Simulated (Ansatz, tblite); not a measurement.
Removing an electron: CdF₂⁻. The state is a doublet with charge -1. Geometry: PBE-D4/def2-TZVPD. Ansatz, gas phase; energy differences of separate SCF runs; the oxidised species is a singlet (the triplet lies 3.16 eV higher at PBE0-D4/def2-TZVPD).

```xyz
3

Cd   -0.547    0.360   -0.183
F     0.702    1.126    1.375
F    -0.156   -1.486   -1.191
```

In the def2 sets Cd takes a core potential; there is no spin–orbit coupling. The xTB rows come from tblite. Correlated methods freeze 2 core orbitals; core or outer-core shells of Cd are correlated, in sets that lack core-valence functions. The structure comes from a short search, and lower isomers may exist.

```tsv
level	−HOMO (eV)	vertical IE (eV)	−LUMO (eV)	HOMO–LUMO gap (eV)	remarks
GFN1-xTB	–	7.44	–	–	–
GFN2-xTB	–	6.67	–	–	–
HF/def2-TZVPPD	–	2.09	–	–	–
PBE-D4/def2-TZVPD	-0.39	2.50	-1.16	0.77	HOMO above zero (-1 doublet)
CCSD/def2-TZVPPD	–	2.49	–	–	large T1 (0.023) (singlet)
```

Problem. Estimate the rows for r2SCAN-D4/def2-TZVPD, PBE0-D4/def2-TZVPD, MP2/def2-TZVPPD, CCSD(T)/def2-TZVPPD.

Solution. 
```csv
level,−HOMO (eV),vertical IE (eV),−LUMO (eV),HOMO–LUMO gap (eV),remarks
r2SCAN-D4/def2-TZVPD,-0.12,2.61,-1.49,1.36,HOMO above zero (-1 doublet)
PBE0-D4/def2-TZVPD,0.50,2.58,-2.05,2.55,–
MP2/def2-TZVPPD,–,2.53,–,–,–
CCSD(T)/def2-TZVPPD,–,2.46,–,–,large T1 (0.023) (singlet)
```

  A HOMO above zero means that the electron is unbound at that level or that self-interaction error raises the level; the energy of removing that electron tells which. HOMO and LUMO are the levels of the spin that leaves or enters (xTB has no such levels and no spin-polarisation term). Other spin states of the ions may lie lower, which would lower the ionisation energy or raise the affinity. Raw xTB energy differences between charge states are shifted by several eV; the methods need an empirical correction for them.
